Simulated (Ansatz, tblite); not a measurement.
Cost and result up the ladder for CaF2⁻ (3 atoms). Total charge -1; doublet. Geometry: PBE0-D4/def2-TZVPD.

Cartesian coordinates in Å:
```
Ca 0.534 0.406 -0.139
F -1.239 1.219 0.487
F 0.704 -1.625 -0.348
```

Ansatz on 4 threads of Arm Neoverse V2 on a shared host; xTB runs through tblite on one thread. Times are rough, summed over both states, and most runs start from the orbitals of an earlier one. PBE-QIDH/def2-TZVPD serves as the yardstick here, not as an exact answer. The other state is a quartet at its own geometry.

The xTB rows come from tblite. B3LYP takes the VWN-RPA correlation. Correlated methods freeze 7 core orbitals; core or outer-core shells of Ca are correlated, in sets that lack core-valence functions. In CCSD on the charge -1 quartet the largest single amplitude is 0.20, so its Hartree–Fock determinant may place the open shell otherwise than the density functionals do. In the quartet, F2 and F3 lie 1.95 Å apart (atoms count from 1), so these atoms are partly bonded to each other. The structure comes from a short search, and lower isomers may exist.

Run but left out: HF/STO-3G, HF/def2-TZVPD, HF/def2-TZVPPD, MP2/def2-TZVPD, MP2/def2-TZVPPD (quartet: a determinant that CCSD turns far, T1 0.047).

Correlated methods converge slowly with the basis.

xTB has no spin-polarisation term.

| level | functions | wall time | quartet − doublet (eV) | difference from PBE-QIDH/def2-TZVPD (eV) | remarks |
| --- | --- | --- | --- | --- | --- |
| GFN1-xTB | 17 | 0.002 s | 8.73 | 2.73 | – |
| GFN2-xTB | 17 | 0.003 s | 11.01 | 5.01 | – |
| PBE-D4/def2-TZVPD | 116 | 2.8 s | 5.51 | -0.49 | HOMO above zero (doublet), HOMO above zero (quartet) |
| RPA@PBE/def2-TZVPD | 116 | 3.1 s | 5.33 | -0.67 | – |
| B2PLYP/def2-TZVPD | 116 | 3.4 s | 5.99 | -0.01 | – |
| B3LYP-D4/def2-TZVPD | 116 | 3.7 s | 5.78 | -0.22 | HOMO above zero (doublet), HOMO above zero (quartet) |
| PBE-QIDH/def2-TZVPD | 116 | 3.8 s | 6.00 | 0.00 | – |
| CAM-B3LYP-D4/def2-TZVPD | 116 | 4.2 s | 5.94 | -0.06 | HOMO above zero (quartet) |
| PBE0-D4/def2-TZVPD | 116 | 7.7 s | 5.64 | -0.36 | HOMO above zero (doublet), HOMO above zero (quartet) |
| r2SCAN-D4/def2-TZVPD (with forces) | 116 | 7.9 s | 5.50 | -0.49 | HOMO above zero (doublet), HOMO above zero (quartet) |
| r2SCAN0-D4/def2-TZVPD | 116 | 8 s | 5.65 | -0.35 | HOMO above zero (doublet), HOMO above zero (quartet) |
| CCSD(T)/def2-TZVPPD | 116 | 16 s | 6.01 | 0.01 | large T1 (0.047) (quartet) |
